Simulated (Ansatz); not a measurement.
`C[O][GaH2]` + `SBS` → `CSBS` + `[OH][GaH2]`  (substitution at a C–O bond)

Program: Ansatz. Geometries: PBE0-D4/def2-TZVP. ΔE: electronic, gas phase. CCSD(T)/CBS adds triple-zeta CCSD(T) − MP2 to the extrapolated MP2 energy (def2 sets, frozen cores). Functionals use def2-TZVPP. B3LYP here is the variant with VWN-RPA as its local correlation; programs differ in this. HSE06 is defined as in plane-wave codes. For Ga outer-core shells are correlated without core-valence functions, which leaves a few kJ/mol of doubt a bond. Scalar relativity is left out up to krypton. Each species was taken in one conformer, which may not be the lowest.

```
             level  ΔE (kJ/mol)
            B97M-V        -47.5
              PBE0        -50.5
             B3LYP        -44.6
             HSE06        -50.5
      MP2/def2-SVP        -36.9
     CCSD/def2-SVP        -28.5
SCS-MP2/def2-TZVPP        -50.3
    CCSD/CBS(def2)        -51.0
```

Problem. What does CCSD(T)/CBS give? (An estimate is asked.)

Solution. The calculation gave: -52.7 kJ/mol. The listed levels differ from it by 5.2, 2.2, 8.1, 2.2, 15.8, 24.2, 2.4, 1.7 kJ/mol.

Largest T1 diagnostic among the species: 0.015.

At CCSD(T), def2-SVP lies +23.5 kJ/mol from the extrapolated value and def2-TZVPP +4.7 kJ/mol. In def2-TZVPP, CCSD(T) changes the Hartree–Fock value by −8.8 kJ/mol (the triples alone add −1.7 kJ/mol) and MP2 by −16.3 kJ/mol.
